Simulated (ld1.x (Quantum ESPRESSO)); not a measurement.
**gallium (Ga): excitation energies, all-electron against TM**

* Element: Ga (Z = 31)
* Generator: ld1.x (Quantum ESPRESSO) 7.5
* Type: norm-conserving Troullier–Martins (Kleinman–Bylander form)
* Functional: PBE
* Relativity: fully relativistic
* Frozen core: [Ar]
* Valence charge: 13
* Reference configuration: 3d10 4s1.75 4p1.25
* Partial waves: 4s (bound): rc 1.40 bohr; 3d (bound): rc 1.35 bohr; 4p (bound): rc 2.50 bohr
* Local potential: the p channel
* Core correction: a·sin(br)/r model core, default radius (core density twice the valence density)

Open shells are filled in proportion to 2j + 1 (rel_dist='average').

Energies are relative to the spin-unpolarised reference configuration 3d10 4s1.75 4p1.25; without spin polarisation the order of configurations can differ from experiment. The p channel is local and has no spin–orbit splitting in the pseudo-atom. The frozen-core shift is the all-electron ΔE with the core orbitals held at their reference shape minus the fully relaxed ΔE.

```tsv
valence configuration	charge	ΔE all-electron (eV)	error AE − PS (meV)	frozen-core shift (meV)
3d10 4s2 4p1	0	-1.603	+0.2	n/a
3d10 4s2 4p0	+1	4.087	-0.2	0.0
3d10 4s1 4p0	+2	25.215	-18	+1.4
3d10 4s0 4p3	0	11.764	+0.2	+1.0
3d9 4s0 4p0	+4	120.362	-701	+336
3d9 4s2 4p2	0	18.709	-612	+206
3d10 4s1 4p2	0	4.933	-0.8	+0.2
```

Note: ghost state, extra bound levels that the all-electron valence spectrum of the same l lacks: s at -1195.1 eV. A true bound ghost makes a file unfit for plane-wave use.
